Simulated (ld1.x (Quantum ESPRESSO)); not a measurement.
**Before and after: TM potential for Fe (Z = 26)**

```
Element                 : Fe (Z = 26)
Generator               : ld1.x (Quantum ESPRESSO) 7.5
Type                    : norm-conserving Troullier–Martins (Kleinman–Bylander form)
Functional              : PW91
Relativity              : fully relativistic
Frozen core             : [Ar]
Valence charge          : 8
Reference configuration : 3d6 4s1.75 4p0.25
Partial waves           : 4s (bound): rc 2.05 bohr; 4p (bound): rc 2.90 bohr; 3d (bound): rc 1.15 bohr
Local potential         : the d channel
Core correction         : none
```

Open shells are filled in proportion to 2j + 1 (rel_dist='average').

Change: wave 4s (bound): rc 2.05 bohr becomes 4s (bound): rc 3.08 bohr.

Cutoffs: the cutoffs (Ry, on a coarse ladder) from which the occupation-weighted sum of valence levels, in a spherical-Bessel basis at the reference potential, stays within 10 and 1 mRy of its value at 400 Ry; they do not see the model core or the augmentation charge, which bear on the density cutoff. Errors are all-electron minus pseudo energies relative to the spin-unpolarised reference configuration.

Question: Predict the effect on cutoff, ghosts and configuration errors.

Answer: The potential gets neither clearly harder nor softer (160 Ry and 230 Ry → 160 Ry and 230 Ry); both files keep a bound ghost (p, s); of the 7 tests that both files solve, the error grows in 1 and shrinks in 5 by more than 15 % and 0.3 meV (median size 46.0 → 18.1 meV).

| quantity | base | changed |
| --- | --- | --- |
| cutoff, loose | 160 Ry | 160 Ry |
| cutoff, tight | 230 Ry | 230 Ry |
| loose cutoff by channel (10 mRy a level) | s 8 Ry, p 6 Ry, d 140 Ry | s 6 Ry, p 6 Ry, d 140 Ry |
| bound ghosts | s, p3/2, p1/2 | s, p3/2, p1/2 |
| largest miss of a reference level, eV | 0.09 | 0.09 |
| error for 3d6 4s2 4p0, meV [ΔE -1.00 eV] | +0.1 | -0.1 |
| error for 3d6 4s1 4p0, meV [ΔE 7.79 eV] | +1.2 | +1.6 |
| error for 3d6 4s0 4p0, meV [ΔE 24.04 eV] | +46 | +18 |
| error for 3d7 4s0 4p0, meV [ΔE 5.66 eV] | -174 | -83 |
| error for 3d5 4s0 4p0, meV [ΔE 58.37 eV] | +142 | -72 |
| error for 3d5 4s2 4p1, meV [ΔE 7.78 eV] | -180 | -72 |
| error for 3d6.5 4s1.5 4p0, meV [ΔE -1.74 eV] | -26 | -12 |

 A true bound ghost makes a file unfit for plane-wave use even where its test errors are small: the radial tests pick states by their node count and pass the ghost by.
